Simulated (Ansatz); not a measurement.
Calculated with Ansatz (gas phase, PBE0-D4/def2-TZVP geometries, no zero-point term in ΔE). CBS: MP2 limit from def2 TZ/QZ plus the TZ coupled-cluster correction, frozen cores. This one scheme is used for every species. def2 core potentials past Kr. For Sb outer-core shells are correlated without core-valence functions, which leaves a few kJ/mol of doubt a bond.

Reaction (silylene loss): `[SiH3][NH][SbH2]` → `[NH2][SbH2]` + `[SiH2]`

```
           species  HF/def2-SVP energy (Eh)
`[SiH3][NH][SbH2]`               -585.98920
     `[NH2][SbH2]`               -295.95857
          `[SiH2]`               -289.92508
```

Q: Work out ΔE.

A: ΔE = (-295.95857) + (-289.92508) − (-585.98920) = 0.10555 Eh = +66.2 kcal/mol. CCSD(T)/CBS gives +70.3 kcal/mol.

Largest T1 diagnostic among the species: 0.014.

Leaving LDA and LC-ωPBE aside and taking each functional with its dispersion term where it has one, the values, not all of them listed here, spread over 8.8 kcal/mol, from BLYP-D4 to r2SCAN0-D4. LDA lies +9.0 kcal/mol from PBE without D4. From PBE to PBE0 (25 % exact exchange), in def2-TZVPP and without D4, ΔE moves by +3.1 kcal/mol. At CCSD(T), def2-SVP lies −3.9 kcal/mol from the extrapolated value and def2-TZVPP −1.8 kcal/mol.
